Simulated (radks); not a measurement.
Problem. The krypton ion Kr4+, 32 electrons, occupied as [Ar] 3d10 4s2 4p2. All-electron calculation, Dirac Kohn-Sham, LDA (Slater exchange, Perdew-Wang correlation), spin-unpolarised, spherical densities, point nucleus; open shells fill j = l - 1/2 first. Program: a radial shooting solver on a logarithmic mesh with Libxc functionals. Some entries of the table are withheld. Estimate them.

orbital  occ.  eigenvalue (eV)  <1/r> (bohr^-1)
1s1/2       2              (1)            36.72
2s1/2       2              (2)            8.216
2p1/2       2              (3)            8.193
2p3/2       4              (4)            7.908
3s1/2       2        -319.3390            2.713
3p1/2       2        -256.5699            2.602
3p3/2       4        -248.6187            2.533
3d3/2       4              (5)              (6)
3d5/2       6              (7)              (8)
4s1/2       2         -73.0477           0.9409
4p1/2       2         -57.2821           0.8400
4p3/2       0         -56.2756           0.8251

Solution. 
(1) 1s1/2 eigenvalue (eV): -14188.59
(2) 2s1/2 eigenvalue (eV): -1918.061
(3) 2p1/2 eigenvalue (eV): -1740.515
(4) 2p3/2 eigenvalue (eV): -1686.768
(5) 3d3/2 eigenvalue (eV): -138.6804
(6) 3d3/2 <1/r> (bohr^-1): 2.292
(7) 3d5/2 eigenvalue (eV): -137.3642
(8) 3d5/2 <1/r> (bohr^-1): 2.274
